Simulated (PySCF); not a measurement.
**`C#CB1OC[C@H](CCC)O1`: 4 charge schemes on one density**

Species: C7H11BO2.
SMILES with atom numbers: `[CH:1]#[C:2][B:3]1[O:4][CH2:5][C@H:6]([CH2:7][CH2:8][CH3:9])[O:10]1` (hydrogens: H11 on C1; H12, H13 on C5; H14 on C6; H15, H16 on C7; H17, H18 on C8; H19, H20, H21 on C9)

Geometry (PBE0-D3(BJ)/def2-SVP, Å), atoms numbered from 1 in this order:
```xyz
21
C7H11BO2 angstrom
C      4.328   -0.828   -1.628
C      3.418   -0.366   -0.969
B      2.271    0.213   -0.138
O      2.384    0.502    1.188
C      1.138    1.009    1.632
C      0.208    0.975    0.395
C     -1.009    0.088    0.565
C     -1.889    0.012   -0.674
C     -3.077   -0.921   -0.507
O      1.041    0.485   -0.656
H      5.133   -1.236   -2.214
H      1.278    2.028    2.026
H      0.756    0.376    2.450
H     -0.117    1.991    0.113
H     -0.664   -0.924    0.846
H     -1.593    0.466    1.424
H     -2.242    1.028   -0.927
H     -1.267   -0.312   -1.524
H     -3.695   -0.954   -1.417
H     -3.726   -0.603    0.325
H     -2.748   -1.950   -0.292
```

Density: PBE0/pcSseg-1 (PySCF); schemes: Mulliken, IAO, Hirshfeld and ESP-fitted. Geometry: PBE0-D3(BJ)/def2-SVP, one conformer, isolated molecule.

Task: Which atoms carry the lowest charge in the Mulliken, IAO, Hirshfeld and ESP-fitted schemes?

Result: The schemes don't all agree: Mulliken O4 (-0.474); IAO C9 (-0.407); Hirshfeld O4 (-0.183); ESP-fitted O4 (-0.568).

Task: For which atoms does the sign change between the 4 schemes (beyond +0.03 e in one, beyond −0.03 e in another)?

Result: C5, C6 and C8. Atomic charges aren't observables, and each scheme defines them in its own way.

Task: At which atom do the 4 schemes differ most?

Result: At B3: from +0.241 (Hirshfeld) to +1.063 e (ESP-fitted), 0.822 e apart.

Task: What partial charge does each atom carry?

Result: In e:

```json
{"atom": "C1", "environment": "terminal alkyne carbon", "Mulliken": "-0.243", "IAO": "-0.176", "Hirshfeld": "-0.080", "ESP-fitted": "-0.137"}
{"atom": "C2", "environment": "alkyne carbon", "Mulliken": "-0.035", "IAO": "-0.147", "Hirshfeld": "-0.121", "ESP-fitted": "-0.519"}
{"atom": "B3", "environment": "three-coordinate boron", "Mulliken": "+0.604", "IAO": "+0.464", "Hirshfeld": "+0.241", "ESP-fitted": "+1.063"}
{"atom": "O4", "environment": "boron-bound oxygen", "Mulliken": "-0.474", "IAO": "-0.396", "Hirshfeld": "-0.183", "ESP-fitted": "-0.568"}
{"atom": "C5", "environment": "sp3 carbon bound to oxygen", "Mulliken": "+0.130", "IAO": "-0.070", "Hirshfeld": "+0.010", "ESP-fitted": "+0.240"}
{"atom": "C6", "environment": "sp3 carbon bound to oxygen", "Mulliken": "-0.049", "IAO": "+0.075", "Hirshfeld": "+0.051", "ESP-fitted": "-0.074"}
{"atom": "C7", "environment": "chain CH2 carbon", "Mulliken": "-0.212", "IAO": "-0.253", "Hirshfeld": "-0.072", "ESP-fitted": "-0.135"}
{"atom": "C8", "environment": "chain CH2 carbon", "Mulliken": "-0.277", "IAO": "-0.246", "Hirshfeld": "-0.066", "ESP-fitted": "+0.289"}
{"atom": "C9", "environment": "methyl carbon", "Mulliken": "-0.268", "IAO": "-0.407", "Hirshfeld": "-0.113", "ESP-fitted": "-0.486"}
{"atom": "O10", "environment": "boron-bound oxygen", "Mulliken": "-0.472", "IAO": "-0.403", "Hirshfeld": "-0.172", "ESP-fitted": "-0.526"}
{"atom": "H11", "environment": "alkyne hydrogen", "Mulliken": "+0.085", "IAO": "+0.204", "Hirshfeld": "+0.101", "ESP-fitted": "+0.252"}
{"atom": "H12", "environment": "methylene hydrogen", "Mulliken": "+0.126", "IAO": "+0.146", "Hirshfeld": "+0.049", "ESP-fitted": "+0.033"}
{"atom": "H13", "environment": "methylene hydrogen", "Mulliken": "+0.123", "IAO": "+0.141", "Hirshfeld": "+0.047", "ESP-fitted": "+0.034"}
{"atom": "H14", "environment": "methine hydrogen", "Mulliken": "+0.123", "IAO": "+0.136", "Hirshfeld": "+0.042", "ESP-fitted": "+0.111"}
{"atom": "H15", "environment": "methylene hydrogen", "Mulliken": "+0.119", "IAO": "+0.129", "Hirshfeld": "+0.037", "ESP-fitted": "+0.073"}
{"atom": "H16", "environment": "methylene hydrogen", "Mulliken": "+0.123", "IAO": "+0.128", "Hirshfeld": "+0.040", "ESP-fitted": "+0.036"}
{"atom": "H17", "environment": "methylene hydrogen", "Mulliken": "+0.115", "IAO": "+0.125", "Hirshfeld": "+0.035", "ESP-fitted": "-0.025"}
{"atom": "H18", "environment": "methylene hydrogen", "Mulliken": "+0.142", "IAO": "+0.144", "Hirshfeld": "+0.036", "ESP-fitted": "-0.002"}
{"atom": "H19", "environment": "methyl hydrogen", "Mulliken": "+0.121", "IAO": "+0.141", "Hirshfeld": "+0.042", "ESP-fitted": "+0.115"}
{"atom": "H20", "environment": "methyl hydrogen", "Mulliken": "+0.108", "IAO": "+0.131", "Hirshfeld": "+0.036", "ESP-fitted": "+0.112"}
{"atom": "H21", "environment": "methyl hydrogen", "Mulliken": "+0.113", "IAO": "+0.134", "Hirshfeld": "+0.039", "ESP-fitted": "+0.113"}
```

Mean size of the charges over all atoms: ESP-fitted 0.235 e, IAO 0.200 e, Mulliken 0.193 e, Hirshfeld 0.077 e. Each set sums to the total charge, 0, to within 0.001 e. The IAO scheme projects the occupied orbitals on a minimal set of polarised atomic orbitals and counts the electrons in each atom's part of it.

Task: How closely do the schemes follow one another over all atoms?

Result: Correlation coefficient and root-mean-square difference: IAO with Hirshfeld 0.96, 0.141 e; Mulliken with IAO 0.94, 0.082 e; Mulliken with Hirshfeld 0.93, 0.157 e; Hirshfeld with ESP-fitted 0.88, 0.267 e; Mulliken with ESP-fitted 0.80, 0.213 e; IAO with ESP-fitted 0.77, 0.224 e.

Task: How many electrons does the IAO scheme count on B3?

Result: Z − q = 5 − (+0.464) = 4.536.

These values come from a run that also computed NMR shieldings. The run took 43 s wall on one thread, Arm Neoverse V1 (aarch64), no GPU, shared host, and the process peaked at 1.2 GiB of memory.
